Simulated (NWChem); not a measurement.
Molecule: SiNH4Cl; SMILES Cl[SiH2]N

```xyz
7

Si     0.5732    -0.5018     0.0451
N     -0.6111    -1.7419     0.1395
Cl    -0.1458     1.4254    -0.3828
H      1.5006    -0.8365    -1.0566
H      1.2349    -0.3985     1.3633
H     -1.2455    -1.7767     0.9293
H     -1.0663    -2.0721    -0.7038
```
Atoms are numbered in this order, from 1.

Program: NWChem. Structure relaxed at the B3LYP/6-31G* (spherical d) level. Level: B3LYP/def2-SVP with SMD (1 M gas to 1 M solution), gas-phase geometry. Reactions with the solvent are ignored.

```json
[
 {"solvent": "water", "dielectric constant": "78.4", "solvation free energy (kcal/mol)": "-1.6", "cavity-dispersion-structure term (kcal/mol)": "2.8", "dipole in solution (D)": "2.61"},
 {"solvent": "dichloromethane", "dielectric constant": "8.93", "solvation free energy (kcal/mol)": "-4.3", "cavity-dispersion-structure term (kcal/mol)": "-0.3", "dipole in solution (D)": "2.55"},
 {"solvent": "1-propanol", "dielectric constant": "20.5", "solvation free energy (kcal/mol)": "-4.4", "cavity-dispersion-structure term (kcal/mol)": "-0.2", "dipole in solution (D)": "2.59"},
 {"solvent": "1,4-dioxane", "dielectric constant": "2.21", "solvation free energy (kcal/mol)": "-1.9", "cavity-dispersion-structure term (kcal/mol)": "(withheld)", "dipole in solution (D)": "(withheld)"}
]
```

### Question
What belongs in the gaps?

### Answer

- 1,4-dioxane, cavity-dispersion-structure term (kcal/mol): 0.4
- 1,4-dioxane, dipole in solution (D): 2.36
